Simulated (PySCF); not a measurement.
## Bond energies at PBE0/def2-SVP beside a composite method

PySCF, lowest determinants of a PBE0 search. The composite is CCSD(T) extrapolated to the basis-set limit from two correlation-consistent sets, with core-valence (CV) and scalar-relativistic (SR) terms as its label shows; it has no spin–orbit coupling and nothing beyond (T).

```
species  state (unpaired electrons)  De PBE0 (eV)  De composite (eV)              composite  dissociates to
    Cs2      singlet (closed shell)          0.40               0.44        CCSD(T)/CBS(DT)         Cs + Cs
     F2      singlet (closed shell)          1.57               1.67  CCSD(T)/CBS(TQ)+CV+SR           F + F
    PbS      singlet (closed shell)          4.47               4.69     CCSD(T)/CBS(DT)+CV          Pb + S
    SnC          triplet (σ ↑, π ↑)          3.10               3.20        CCSD(T)/CBS(DT)          Sn + C
   RbSr               doublet (σ ↑)          0.17               0.13        CCSD(T)/CBS(DT)         Rb + Sr
    Rb2      singlet (closed shell)          0.45               0.51        CCSD(T)/CBS(DT)         Rb + Rb
  GeCl⁺      singlet (closed shell)          4.65               4.62     CCSD(T)/CBS(DT)+CV        Ge⁺ + Cl
    SrF               doublet (σ ↑)          5.42               5.51     CCSD(T)/CBS(DT)+CV          Sr + F
```

Q: Does PBE0 bind more or less than the composite, by how much on average, and where is the difference largest?

A: PBE0/def2-SVP binds less on average, method and basis taken together: the mean signed difference is -0.07 eV and the mean absolute one 0.09 eV; it is largest for PbS (-0.22 eV).

The molecules are drawn from runs that passed checks on state, spin purity and fit, so the hardest cases are missing and the errors look smaller than over all diatomics.

Correlated steps freeze the inner cores (2 to 46 orbitals); shallow outer-core shells are correlated. Closed-shell solutions of metal pairs were not tested for spin polarisation, which can lower them a little. Weak bonds: Cs2, Rb2, RbSr. Basis-set superposition, not corrected here, can be much of De in a small basis, most of all at correlated wavefunction levels. Functionals without a dispersion term scatter widely for such bonds, and LDA overbinds them. Spin–orbit coupling is left out, which matters for elements this heavy, above all for dissociation energies. For an ion De counts to the pair picked by the measured ionisation energies or electron affinities, which need not be the lowest pair at this level. Where the molecule has an RHF reference, its open-shell atoms are computed with UHF. The CCSD T1 diagnostic is raised in PbS, SnC, a sign that a single reference may not be enough there. States were picked by a PBE0 search and need not be the measured ground states.
